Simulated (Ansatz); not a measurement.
An input meant for (H2In-mu-Cl)2 (In2H4Cl2) (charge 0, singlet; scaled by 0.92).

```yaml
crystal:
  periodic: [false, false, false]
  atoms:
    - {symbol: In, position_ang: [-0.429194, 0.616600, -1.552600]}
    - {symbol: H, position_ang: [0.118863, 2.078371, -1.726128]}
    - {symbol: H, position_ang: [-1.246509, -0.462840, -2.348927]}
    - {symbol: Cl, position_ang: [1.387995, -0.588642, -0.617439]}
    - {symbol: In, position_ang: [0.428833, -0.617272, 1.552430]}
    - {symbol: H, position_ang: [1.245949, 0.456647, 2.356351]}
    - {symbol: H, position_ang: [-0.122016, -2.079057, 1.717021]}
    - {symbol: Cl, position_ang: [-1.383931, 0.596193, 0.619309]}
basis:
  gaussian: {orbitals: def2-SVP}
hamiltonian: {xc: {name: PBE0}, dispersion: rvv10}
scf: {omitted_lower_state_checks: [starts]}
output: {forces: true}
```

```sh
$ ansatz run in.yaml --threads 4 --pin off --events-out ev --progress --plain --max-ram 3916MiB
```

Question: Predict how Ansatz answers.

Answer: The input was rejected before any iteration. The program holds no damping parameters for this pairing of functional and dispersion term, so they'd have to be typed.
```
Error: inconsistent input (hamiltonian.dispersion, hamiltonian.xc): `dispersion: rvv10` has no transferable b for PBE exchange — Sabatini et al. (2013) fitted b=6.3 to rPW86, and the PBE refits of Peng & Perdew (2017) are task-dependent (b=6.6 S22 / b=10.0 layered). Use `xc: {exchange: rpw86, correlation: pbe}` for the original rVV10 or `xc: r2scan` for the r²SCAN+rVV10 pairing
```
